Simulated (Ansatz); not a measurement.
Start from `[OH][AlH][C]#CS` and change one atom or group to get `SC#C[TeH]`.

Ansatz, PBE0-D4/def2-TZVP geometries, multiplicity 1. Each molecule was computed in one conformer, which needn't be the lowest.

Elements past krypton have def2 core potentials.

```json
{"property": "LUMO energy (B3LYP/def2-TZVPP) / eV", "`[OH][AlH][C]#CS`": "-1.29"}
{"property": "size of the dipole moment (PBE/def2-TZVPP) / D", "`[OH][AlH][C]#CS`": "2.49"}
{"property": "HOMO energy (ωB97M-V/def2-TZVPP) / eV", "`[OH][AlH][C]#CS`": "-9.14"}
{"property": "HOMO energy (PBE0/def2-TZVPP) / eV", "`[OH][AlH][C]#CS`": "-7.08"}
{"property": "HOMO–LUMO gap (ωB97M-V/def2-TZVPP) / eV", "`[OH][AlH][C]#CS`": "9.75"}
{"property": "HOMO–LUMO gap (PBE/def2-TZVPP) / eV", "`[OH][AlH][C]#CS`": "4.14"}
```

Task: What does the change do to each property? (An estimate is asked.)

Result: Ansatz gave: 
```json
{"property": "LUMO energy (B3LYP/def2-TZVPP) / eV", "`SC#C[TeH]`": "-1.15", "shift": "0.14"}
{"property": "size of the dipole moment (PBE/def2-TZVPP) / D", "`SC#C[TeH]`": "0.82", "shift": "-1.67"}
{"property": "HOMO energy (ωB97M-V/def2-TZVPP) / eV", "`SC#C[TeH]`": "-8.45", "shift": "0.69"}
{"property": "HOMO energy (PBE0/def2-TZVPP) / eV", "`SC#C[TeH]`": "-6.44", "shift": "0.64"}
{"property": "HOMO–LUMO gap (ωB97M-V/def2-TZVPP) / eV", "`SC#C[TeH]`": "9.41", "shift": "-0.34"}
{"property": "HOMO–LUMO gap (PBE/def2-TZVPP) / eV", "`SC#C[TeH]`": "3.69", "shift": "-0.45"}
```

With PBE0 the HOMO rises by 0.64 eV and the LUMO rises by 0.17 eV, so the gap narrows by about 0.47 eV. PBE moves the HOMO by 0.54 eV and ωB97M-V by 0.69 eV. The zero-point energy changes by -37.9 kJ/mol with -6 modes. Dipoles are sizes alone; their direction can turn.

B3LYP here is the variant with VWN-RPA as its local correlation; programs differ in this.

Spin–orbit coupling is left out; it splits and shifts lone-pair levels of the heavy atoms by tenths of an eV.
